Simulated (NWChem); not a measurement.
System: CH7NSi; SMILES [SiH3]CN

Input file for NWChem:

```
start job
memory heap 200 mb stack 900 mb global 1100 mb
geometry units angstroms
  N      1.580866     0.537474     0.155273
  C      0.684981    -0.515920    -0.308476
  Si    -1.117368    -0.039163     0.090131
  H      2.550547     0.289195    -0.016089
  H      1.394687     1.399509    -0.345481
  H      0.804114    -0.739447    -1.381382
  H      0.953614    -1.429101     0.228002
  H     -1.992293    -1.136262    -0.331731
  H     -1.460430     1.169280    -0.667833
  H     -1.246178     0.216891     1.521196
end
basis spherical
  * library def2-svp
end
dft
  xc pbe0
  iterations 150
end
driver
  maxiter 120
end
task dft optimize
task dft freq
```

Parts of the log:

```
             Northwest Computational Chemistry Package (NWChem) 7.3.0
             --------------------------------------------------------

 C1  symmetry detected

                             Geometry "geometry" -> ""
                             -------------------------

 Output coordinates in angstroms (scale by  1.889725989 to convert to a.u.)

  No.       Tag          Charge          X              Y              Z
 ---- ---------------- ---------- -------------- -------------- --------------
    1 N                    7.0000     0.40824636    -1.61193333     0.07568229
    2 C                    6.0000    -0.64940343    -0.61224337    -0.02080031
    3 Si                  14.0000     0.11873922     1.13218426     0.01889600
    4 H                    1.0000     0.01926513    -2.54988432     0.09085420
    5 H                    1.0000     1.02146263    -1.55009620    -0.72971420
    6 H                    1.0000    -1.28301793    -0.74226422    -0.91349932
    7 H                    1.0000    -1.30365332    -0.74836298     0.84366508
    8 H                    1.0000    -0.96471271     2.11791067    -0.02063717
    9 H                    1.0000     0.96463991     1.29824210    -1.16829071
   10 H                    1.0000     0.92236327     1.28086892     1.22810399

 Effective nuclear repulsion energy (a.u.)     113.3415695525

                                Z-matrix (autoz)
                                --------

 Units are Angstrom for bonds and degrees for angles

      Type          Name      I     J     K     L     M      Value
      ----------- --------  ----- ----- ----- ----- ----- ----------
    1 Stretch                  1     2                       1.45853
    2 Stretch                  1     4                       1.01552
    3 Stretch                  1     5                       1.01416
    4 Stretch                  2     3                       1.90647
    5 Stretch                  2     6                       1.10240
    6 Stretch                  2     7                       1.09264
    7 Stretch                  3     8                       1.46529
    8 Stretch                  3     9                       1.46715
    9 Stretch                  3    10                       1.45949
   10 Bend                     1     2     3               109.48754
   11 Bend                     1     2     6               112.92421
   12 Bend                     1     2     7               107.24619
   13 Bend                     2     1     4               110.87216
   14 Bend                     2     1     5               110.12918
   15 Bend                     2     3     8               108.48503
   16 Bend                     2     3     9               108.60354
   17 Bend                     2     3    10               109.40957
   18 Bend                     3     2     6               110.87666
   19 Bend                     3     2     7               109.80197
   20 Bend                     4     1     5               107.44466
   21 Bend                     6     2     7               106.36916
   22 Bend                     8     3     9               109.16815
   23 Bend                     8     3    10               111.15883
   24 Bend                     9     3    10               109.96342
   25 Torsion                  1     2     3     8        -177.58154
   26 Torsion                  1     2     3     9          63.87539
   27 Torsion                  1     2     3    10         -56.16111
   28 Torsion                  3     2     1     4         177.91690
   29 Torsion                  3     2     1     5         -63.30171
   30 Torsion                  4     1     2     6         -58.02137
   31 Torsion                  4     1     2     7          58.83045
   32 Torsion                  5     1     2     6          60.76002
   33 Torsion                  5     1     2     7         177.61184
   34 Torsion                  6     2     3     8          57.16600
   35 Torsion                  6     2     3     9         -61.37708
   36 Torsion                  6     2     3    10         178.58643
   37 Torsion                  7     2     3     8         -60.08627
   38 Torsion                  7     2     3     9        -178.62934
   39 Torsion                  7     2     3    10          61.33416

                           NWChem Geometry Optimization
                           ----------------------------

 maximum gradient threshold         (gmax) =   0.000450
 rms gradient threshold             (grms) =   0.000300
 maximum cartesian step threshold   (xmax) =   0.001800
 rms cartesian step threshold       (xrms) =   0.001200
 fixed trust radius                (trust) =   0.300000
 source of zmatrix                         =   autoz

          -------------------
          Energy Minimization
          -------------------

 Using diagonal initial Hessian
 Scaling for Hessian diagonals: bonds = 1.00  angles = 0.25  torsions = 0.10

          --------
          Step   0

                                 NWChem DFT Module
                                 -----------------

 Summary of "ao basis" -> "ao basis" (spherical)
 ------------------------------------------------------------------------------
       Tag                 Description            Shells   Functions and Types
 ---------------- ------------------------------  ------  ---------------------
 N                          def2-svp                 6       14   3s2p1d
 C                          def2-svp                 6       14   3s2p1d
 Si                         def2-svp                 8       18   4s3p1d
 H                          def2-svp                 3        5   2s1p

            General Information
            -------------------
          SCF calculation type: DFT
          Wavefunction type:  closed shell.
          No. of atoms     :    10
          No. of electrons :    34
           Alpha electrons :    17
            Beta electrons :    17
          Charge           :     0
          Spin multiplicity:     1
          Use of symmetry is: off; symmetry adaption is: off
          Maximum number of iterations: 150
          AO basis - number of functions:    81
                     number of shells:    41
          Convergence on energy requested:  1.00D-06
          Convergence on density requested:  1.00D-05
          Convergence on gradient requested:  5.00D-04

              XC Information
              --------------
                         PBE0 Method XC Functional
                     Hartree-Fock (Exact) Exchange  0.250
          PerdewBurkeErnzerhof Exchange Functional  0.750
            Perdew 1991 LDA Correlation Functional  1.000 local
           PerdewBurkeErnz. Correlation Functional  1.000 non-local

             Grid Information
             ----------------
          Grid used for XC integration:  medium
          Radial quadrature: Mura-Knowles
          Angular quadrature: Lebedev.
          Tag              B.-S. Rad. Rad. Pts. Rad. Cut. Ang. Pts.
          ---              ---------- --------- --------- ---------
          N                   0.65       49          11.0       434
          C                   0.70       49           8.0       434
          Si                  1.10       88          10.0       590
          H                   0.35       45          12.0       434
          Grid pruning is: on
          Number of quadrature shells:   501
          Spatial weights used:  Erf1

      Superposition of Atomic Density Guess
      -------------------------------------

 Sum of atomic energies:        -384.10248951

      Non-variational initial energy
      ------------------------------

 Total energy =    -385.711945
 1-e energy   =    -752.633280
 2-e energy   =     253.579765
 HOMO         =      -0.301411
 LUMO         =       0.069730

[...]

      ----------------------
      Optimization converged
      ----------------------

  Step       Energy      Delta E   Gmax     Grms     Xrms     Xmax
  ---- ---------------- -------- -------- -------- -------- --------
@   11    -386.13924382 -1.3D-07  0.00002  0.00001  0.00053  0.00128
                                     ok       ok       ok       ok

                                Z-matrix (autoz)
                                --------

 Units are Angstrom for bonds and degrees for angles

      Type          Name      I     J     K     L     M      Value     Gradient
      ----------- --------  ----- ----- ----- ----- ----- ---------- ----------
    1 Stretch                  1     2                       1.45295    0.00000
    2 Stretch                  1     4                       1.01808    0.00000
    3 Stretch                  1     5                       1.01795   -0.00001
    4 Stretch                  2     3                       1.89374   -0.00001
    5 Stretch                  2     6                       1.11231    0.00001
    6 Stretch                  2     7                       1.10435   -0.00001
    7 Stretch                  3     8                       1.49705   -0.00002
    8 Stretch                  3     9                       1.49775    0.00002
    9 Stretch                  3    10                       1.49308    0.00000
   10 Bend                     1     2     3               110.14319   -0.00001
   11 Bend                     1     2     6               115.88045    0.00001
   12 Bend                     1     2     7               109.14635   -0.00000
   13 Bend                     2     1     4               111.26370    0.00001
   14 Bend                     2     1     5               110.71410   -0.00000
   15 Bend                     2     3     8               110.23402   -0.00000
   16 Bend                     2     3     9               109.52219    0.00000
   17 Bend                     2     3    10               111.00767   -0.00000
   18 Bend                     3     2     6               109.40179    0.00001
   19 Bend                     3     2     7               106.15385   -0.00000
   20 Bend                     4     1     5               106.38169   -0.00000
   21 Bend                     6     2     7               105.59341    0.00000
   22 Bend                     8     3     9               108.32448    0.00001
   23 Bend                     8     3    10               109.11734    0.00000
   24 Bend                     9     3    10               108.57560   -0.00001
   25 Torsion                  1     2     3     8         174.94897    0.00001
   26 Torsion                  1     2     3     9          55.85759    0.00000
   27 Torsion                  1     2     3    10         -64.02376    0.00001
   28 Torsion                  3     2     1     4         174.59619   -0.00000
   29 Torsion                  3     2     1     5         -67.32328   -0.00000
   30 Torsion                  4     1     2     6         -60.56770    0.00000
   31 Torsion                  4     1     2     7          58.42561    0.00001
   32 Torsion                  5     1     2     6          57.51284    0.00000
   33 Torsion                  5     1     2     7         176.50614    0.00001
   34 Torsion                  6     2     3     8          46.47866    0.00000
   35 Torsion                  6     2     3     9         -72.61272   -0.00001
   36 Torsion                  6     2     3    10         167.50593    0.00000
   37 Torsion                  7     2     3     8         -67.01959   -0.00000
   38 Torsion                  7     2     3     9         173.88903   -0.00001
   39 Torsion                  7     2     3    10          54.00769   -0.00000

                         Geometry "geometry" -> "geometry"
                         ---------------------------------

 Output coordinates in angstroms (scale by  1.889725989 to convert to a.u.)

[...]

 Rotational Constants
 --------------------
 A=   0.839972 cm-1  (  1.208505 K)
 B=   0.168658 cm-1  (  0.242657 K)
 C=   0.153880 cm-1  (  0.221394 K)

 Temperature                      =   298.15K
 frequency scaling parameter      =   1.0000

 Zero-Point correction to Energy  =   49.783 kcal/mol  (  0.079334 au)
 Thermal correction to Energy     =   53.064 kcal/mol  (  0.084563 au)
 Thermal correction to Enthalpy   =   53.656 kcal/mol  (  0.085506 au)

 Total Entropy                    =   70.103 cal/mol-K
   - Translational                =   38.229 cal/mol-K (mol. weight =  61.0348)
   - Rotational                   =   23.808 cal/mol-K (symmetry #  =        1)
   - Vibrational                  =    8.066 cal/mol-K

 Cv (constant volume heat capacity) =   17.886 cal/mol-K
   - Translational                  =    2.979 cal/mol-K
   - Rotational                     =    2.979 cal/mol-K
   - Vibrational                    =   11.927 cal/mol-K

[normal modes left out]

 ----------------------------------------------------------------------------
 Normal Eigenvalue ||           Projected Infra Red Intensities
  Mode   [cm**-1]  || [atomic units] [(debye/angs)**2] [(KM/mol)] [arbitrary]
 ------ ---------- || -------------- ----------------- ---------- -----------
    1       -0.000 ||    0.000456           0.011         0.444       0.128
    2        0.000 ||    0.002434           0.056         2.373       0.682
    3        0.000 ||    0.001437           0.033         1.401       0.402
    4        0.000 ||    0.000021           0.000         0.020       0.006
    5        0.000 ||    0.000505           0.012         0.493       0.142
    6        0.000 ||    0.000440           0.010         0.429       0.123
    7      175.724 ||    0.002394           0.055         2.334       0.671
    8      232.613 ||    0.007741           0.179         7.546       2.168
    9      273.305 ||    0.044673           1.031        43.550      12.511
   10      521.567 ||    0.020554           0.474        20.037       5.756
   11      596.524 ||    0.027673           0.638        26.977       7.750
   12      716.523 ||    0.059701           1.377        58.200      16.719
   13      789.793 ||    0.124790           2.879       121.652      34.948
   14      898.525 ||    0.024355           0.562        23.743       6.821
   15      923.520 ||    0.208596           4.812       203.350      58.417
   16      943.008 ||    0.042896           0.990        41.817      12.013
   17      948.566 ||    0.053374           1.231        52.032      14.947
   18     1093.473 ||    0.008692           0.201         8.473       2.434
   19     1122.011 ||    0.004217           0.097         4.111       1.181
   20     1268.298 ||    0.006607           0.152         6.441       1.850
   21     1339.231 ||    0.001101           0.025         1.073       0.308
   22     1460.823 ||    0.005808           0.134         5.662       1.627
   23     1642.369 ||    0.020066           0.463        19.562       5.620
   24     2218.032 ||    0.094238           2.174        91.868      26.391
   25     2223.467 ||    0.127980           2.953       124.761      35.841
   26     2244.626 ||    0.101870           2.350        99.308      28.529
   27     2966.367 ||    0.062189           1.435        60.625      17.416
   28     3085.043 ||    0.011565           0.267        11.274       3.239
   29     3536.750 ||    0.001057           0.024         1.030       0.296
   30     3620.136 ||    0.003807           0.088         3.711       1.066
 ----------------------------------------------------------------------------
```

Level: PBE0/def2-SVP.
